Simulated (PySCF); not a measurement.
Isomers of C7H10F3P, one GFN2-xTB conformer each. Single-point energies are computed at PBE0/pcSseg-1 (PySCF, gas phase, no added dispersion term), electronic only.

| SMILES | GFN2-xTB relative energy (kJ/mol) |
| --- | --- |
| CC1=C(C(F)(F)F)CP(C)C1 | 1.9 |
| C=[P@@](C)(C(F)=C(F)F)C1CC1 | 322.2 |
| C=C/C(C)=P/CCC(F)(F)F | 141.2 |
| C#CCP(CCC)C(F)(F)F | 189.5 |
| C#CP(C(C)(C)C)C(F)(F)F | 193.9 |
| CC#CP(C(C)C)C(F)(F)F | 160.1 |
| CC1=C(C(F)(F)F)P(C)CC1 | 0.0 |
| CC(C)=C=PCCC(F)(F)F | 156.8 |
| CC1=CCP(CC(F)(F)F)C1 | 9.1 |

Conformers: `[CH3:1][C:2]1=[C:3]([C:4]([F:5])([F:6])[F:7])[CH2:8][P:9]([CH3:10])[CH2:11]1` with C2–C3–C8–P9 -15°, C3–C8–P9–C10 -79°, C8–P9–C11–C2 -19°, C1–C2–C11–P9 -167°; `[CH2:1]=[P@@:2]([CH3:3])([C:4]([F:5])=[C:6]([F:7])[F:8])[CH:9]1[CH2:10][CH2:11]1` with C1–P2–C4–F5 88°, C1–P2–C9–C10 47°; `[CH2:1]=[CH:2]/[C:3]([CH3:4])=[P:5]/[CH2:6][CH2:7][C:8]([F:9])([F:10])[F:11]` with C1–C2–C3–C4 -3°, C3–P5–C6–C7 77°, P5–C6–C7–C8 -178°; `[CH:1]#[C:2][CH2:3][P:4]([CH2:5][CH2:6][CH3:7])[C:8]([F:9])([F:10])[F:11]` with C2–C3–P4–C5 -73°, C3–P4–C5–C6 -176°, P4–C5–C6–C7 -177°; `[CH3:1][C:2]#[C:3][P:4]([CH:5]([CH3:6])[CH3:7])[C:8]([F:9])([F:10])[F:11]` with C3–P4–C5–C6 68°; `[CH3:1][C:2]1=[C:3]([C:4]([F:5])([F:6])[F:7])[P:8]([CH3:9])[CH2:10][CH2:11]1` with C2–C3–P8–C9 -91°, C3–P8–C10–C11 -16°, P8–C10–C11–C2 20°, C1–C2–C11–C10 166°; `[CH3:1][C:2]([CH3:3])=[C:4]=[P:5][CH2:6][CH2:7][C:8]([F:9])([F:10])[F:11]` with C4–P5–C6–C7 100°, P5–C6–C7–C8 -178°; `[CH3:1][C:2]1=[CH:3][CH2:4][P:5]([CH2:6][C:7]([F:8])([F:9])[F:10])[CH2:11]1` with C4–P5–C6–C7 -178°, C2–C3–C4–P5 15°, C3–C4–P5–C6 79°, C4–P5–C11–C2 19°, C1–C2–C11–P5 167°.

Q: What does PBE0/pcSseg-1 give for the same structures?

A: 
```json
{"SMILES": "CC1=C(C(F)(F)F)CP(C)C1", "PBE0/pcSseg-1 E (Eh)": "-912.85135", "PBE0/pcSseg-1 (kJ/mol)": "0.0", "GFN2-xTB (kJ/mol)": "1.9", "point group": "C1"}
{"SMILES": "CC1=CCP(CC(F)(F)F)C1", "PBE0/pcSseg-1 E (Eh)": "-912.85009", "PBE0/pcSseg-1 (kJ/mol)": "3.3", "GFN2-xTB (kJ/mol)": "9.1", "point group": "C1"}
{"SMILES": "CC1=C(C(F)(F)F)P(C)CC1", "PBE0/pcSseg-1 E (Eh)": "-912.84871", "PBE0/pcSseg-1 (kJ/mol)": "6.9", "GFN2-xTB (kJ/mol)": "0.0", "point group": "C1"}
{"SMILES": "C=C/C(C)=P/CCC(F)(F)F", "PBE0/pcSseg-1 E (Eh)": "-912.81344", "PBE0/pcSseg-1 (kJ/mol)": "99.5", "GFN2-xTB (kJ/mol)": "141.2", "point group": "C1"}
{"SMILES": "CC(C)=C=PCCC(F)(F)F", "PBE0/pcSseg-1 E (Eh)": "-912.80418", "PBE0/pcSseg-1 (kJ/mol)": "123.9", "GFN2-xTB (kJ/mol)": "156.8", "point group": "C1"}
{"SMILES": "CC#CP(C(C)C)C(F)(F)F", "PBE0/pcSseg-1 E (Eh)": "-912.78505", "PBE0/pcSseg-1 (kJ/mol)": "174.1", "GFN2-xTB (kJ/mol)": "160.1", "point group": "C1"}
{"SMILES": "C#CCP(CCC)C(F)(F)F", "PBE0/pcSseg-1 E (Eh)": "-912.77354", "PBE0/pcSseg-1 (kJ/mol)": "204.3", "GFN2-xTB (kJ/mol)": "189.5", "point group": "C1"}
{"SMILES": "C#CP(C(C)(C)C)C(F)(F)F", "PBE0/pcSseg-1 E (Eh)": "-912.77089", "PBE0/pcSseg-1 (kJ/mol)": "211.2", "GFN2-xTB (kJ/mol)": "193.9", "point group": "C1"}
{"SMILES": "C=[P@@](C)(C(F)=C(F)F)C1CC1", "PBE0/pcSseg-1 E (Eh)": "-912.70659", "PBE0/pcSseg-1 (kJ/mol)": "380.1", "GFN2-xTB (kJ/mol)": "322.2", "point group": "C1"}
```

GFN2-xTB puts CC1=C(C(F)(F)F)P(C)CC1 lowest instead; measured from each level's own lowest isomer, the values differ by up to 57.9 kJ/mol (C=[P@@](C)(C(F)=C(F)F)C1CC1: 322.2 against 380.1). As drawn, the highest has a three-membered ring, which the lowest lacks. Neighbours under 10 kJ/mol apart (CC1=C(C(F)(F)F)CP(C)C1 and CC1=CCP(CC(F)(F)F)C1; CC1=CCP(CC(F)(F)F)C1 and CC1=C(C(F)(F)F)P(C)CC1; C#CCP(CCC)C(F)(F)F and C#CP(C(C)(C)C)C(F)(F)F) can change places with a better method, another conformer or zero-point energy.

Q: Which frontier levels, dipoles and rotational constants go with these structures?

A: 
```csv
SMILES,"HOMO (eV, PBE0/pcSseg-1)",LUMO (eV),dipole (D),"A, B, C (MHz)"
CC1=C(C(F)(F)F)CP(C)C1,-6.96,-0.50,2.33,"1539, 679.4, 576.4"
CC1=CCP(CC(F)(F)F)C1,-7.04,0.22,3.31,"1683, 589.5, 523.4"
CC1=C(C(F)(F)F)P(C)CC1,-6.69,-0.73,3.94,"1283, 876.2, 641.5"
C=C/C(C)=P/CCC(F)(F)F,-6.67,-2.15,2.09,"2142, 387.4, 357.6"
CC(C)=C=PCCC(F)(F)F,-7.02,-1.31,2.91,"1660, 374.3, 347.0"
CC#CP(C(C)C)C(F)(F)F,-7.10,-0.28,3.00,"1049, 804.9, 526.9"
C#CCP(CCC)C(F)(F)F,-7.62,0.25,2.08,"913.9, 816.0, 491.0"
C#CP(C(C)(C)C)C(F)(F)F,-7.39,-0.54,2.72,"1224, 890.4, 675.2"
C=[P@@](C)(C(F)=C(F)F)C1CC1,-5.66,-0.34,2.26,"1665, 619.9, 525.3"
```

Q: As an exercise, what shares would exp(−E/RT) give at 298.15 K from these electronic energies alone (no entropy, no degeneracies)?

A: RT = 2.479 kJ/mol: CC1=C(C(F)(F)F)CP(C)C1 75.5 %, CC1=CCP(CC(F)(F)F)C1 19.9 %, CC1=C(C(F)(F)F)P(C)CC1 4.6 %, C=C/C(C)=P/CCC(F)(F)F under 0.1 %, CC(C)=C=PCCC(F)(F)F under 0.1 %, CC#CP(C(C)C)C(F)(F)F under 0.1 %, C#CCP(CCC)C(F)(F)F under 0.1 %, C#CP(C(C)(C)C)C(F)(F)F under 0.1 %, C=[P@@](C)(C(F)=C(F)F)C1CC1 under 0.1 %.
